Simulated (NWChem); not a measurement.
System: anisole (C7H8O); SMILES COc1ccccc1

Here is an NWChem input.

```
start job
memory heap 200 mb stack 900 mb global 1100 mb
geometry units angstroms noautoz
  C      0.377855    -2.745932    -0.002658
  O     -0.622589    -1.767905    -0.000441
  C     -0.264389    -0.466330    -0.000288
  C     -1.314853     0.463187    -0.000301
  C     -1.042083     1.824193    -0.000159
  C      0.277498     2.285482    -0.000028
  C      1.316943     1.361343     0.000091
  C      1.059203    -0.011723    -0.000005
  H     -0.131588    -3.718228    -0.003786
  H      1.018128    -2.679900    -0.900555
  H      1.019600    -2.682574     0.894356
  H     -2.338838     0.084261    -0.000434
  H     -1.870917     2.536766    -0.000274
  H      0.489313     3.356750    -0.000043
  H      2.354437     1.705535     0.000289
  H      1.893411    -0.714053     0.000191
end
basis spherical
  C library def2-svp
  O library def2-svp
  H library def2-svp
end
dft
  xc xpbe96 cpbe96
  grid xcoarse
  iterations 150
  mulliken
end
task dft gradient
```

Parts of the log:

```
             Northwest Computational Chemistry Package (NWChem) 7.3.0
             --------------------------------------------------------

 CS  symmetry detected

                             Geometry "geometry" -> ""
                             -------------------------

 Output coordinates in angstroms (scale by  1.889725989 to convert to a.u.)

  No.       Tag          Charge          X              Y              Z
 ---- ---------------- ---------- -------------- -------------- --------------
    1 C                    6.0000     0.37791439    -2.74624358     0.00000000
    2 O                    8.0000    -0.62202183    -1.76769659     0.00000000
    3 C                    6.0000    -0.26314624    -0.46630774     0.00000000
    4 C                    6.0000    -1.31312759     0.46375434     0.00000000
    5 C                    6.0000    -1.03965113     1.82461851     0.00000000
    6 C                    6.0000     0.28016914     2.28522249     0.00000000
    7 C                    6.0000     1.31913428     1.36054417     0.00000000
    8 C                    6.0000     1.06068156    -0.01238779     0.00000000
    9 H                    1.0000    -0.13203323    -3.71827537     0.00000000
   10 H                    1.0000     1.01895690    -2.68188151    -0.89745597
   11 H                    1.0000     1.01895690    -2.68188151     0.89745597
   12 H                    1.0000    -2.33730915     0.08535990     0.00000000
   13 H                    1.0000    -1.86811512     2.53762155     0.00000000
   14 H                    1.0000     0.49254020     3.35638030     0.00000000
   15 H                    1.0000     2.35680680     1.70419762     0.00000000
   16 H                    1.0000     1.89452487    -0.71515059     0.00000000

 Effective nuclear repulsion energy (a.u.)     346.1023919784

      Symmetry information
      --------------------

 Group name             Cs
 Group number              2
 Group order               2
 No. of unique centers    15

  pbe96 is a nonlocal functional; adding pw91lda local functional.

                                 NWChem DFT Module
                                 -----------------

 Summary of "ao basis" -> "ao basis" (spherical)
 ------------------------------------------------------------------------------
       Tag                 Description            Shells   Functions and Types
 ---------------- ------------------------------  ------  ---------------------
 C                          def2-svp                 6       14   3s2p1d
 O                          def2-svp                 6       14   3s2p1d
 H                          def2-svp                 3        5   2s1p

      Symmetry analysis of basis
      --------------------------

        a'        109
        a"         43

            General Information
            -------------------
          SCF calculation type: DFT
          Wavefunction type:  closed shell.
          No. of atoms     :    16
          No. of electrons :    58
           Alpha electrons :    29
            Beta electrons :    29
          Charge           :     0
          Spin multiplicity:     1
          Use of symmetry is: on ; symmetry adaption is: on
          Maximum number of iterations: 150
          AO basis - number of functions:   152
                     number of shells:    72
          Convergence on energy requested:  1.00D-06
          Convergence on density requested:  1.00D-05
          Convergence on gradient requested:  5.00D-04

              XC Information
              --------------
          PerdewBurkeErnzerhof Exchange Functional  1.000
            Perdew 1991 LDA Correlation Functional  1.000 local
           PerdewBurkeErnz. Correlation Functional  1.000 non-local

             Grid Information
             ----------------
          Grid used for XC integration:  xcoarse
          Radial quadrature: Mura-Knowles
          Angular quadrature: Lebedev.
          Tag              B.-S. Rad. Rad. Pts. Rad. Cut. Ang. Pts.
          ---              ---------- --------- --------- ---------
          C                   0.70       21          13.0       194
          O                   0.60       21          12.0       194
          H                   0.35       21          14.0       194
          Grid pruning is: on
          Number of quadrature shells:   315
          Spatial weights used:  Erf1

      Superposition of Atomic Density Guess
      -------------------------------------

 Sum of atomic energies:        -342.05905965

[...]

                         DFT ENERGY GRADIENTS

    atom               coordinates                        gradient
                 x          y          z           x          y          z
   1 C       0.714155  -5.189648   0.000000    0.001321  -0.001516   0.000000
   2 O      -1.175451  -3.340462   0.000000    0.005525   0.005202   0.000000
   3 C      -0.497274  -0.881194   0.000000    0.000119   0.001297   0.000000
   4 C      -2.481451   0.876369   0.000000    0.004252   0.002062   0.000000
   5 C      -1.964656   3.448029   0.000000    0.003135  -0.004122   0.000000
   6 C       0.529443   4.318444   0.000000   -0.000140  -0.005276   0.000000
   7 C       2.492802   2.571056   0.000000   -0.005105  -0.000465   0.000000
   8 C       2.004398  -0.023410   0.000000   -0.004098   0.001813   0.000000
   9 H      -0.249507  -7.026522   0.000000    0.002036   0.004618   0.000000
  10 H       1.925549  -5.068021  -1.695946   -0.003526   0.000366   0.003876
  11 H       1.925549  -5.068021   1.695946   -0.003526   0.000366  -0.003876
  12 H      -4.416874   0.161307   0.000000    0.004610   0.001673   0.000000
  13 H      -3.530226   4.795409   0.000000    0.003481  -0.003177   0.000000
  14 H       0.930766   6.342639   0.000000   -0.000904  -0.004563   0.000000
  15 H       4.453719   3.220467   0.000000   -0.004595  -0.001629   0.000000
  16 H       3.580133  -1.351439   0.000000   -0.002586   0.003352   0.000000
```

Level: PBE/def2-SVP. Geometry: optimised at PBE0/def2-SVP. Not confirmed as a minimum by frequencies.
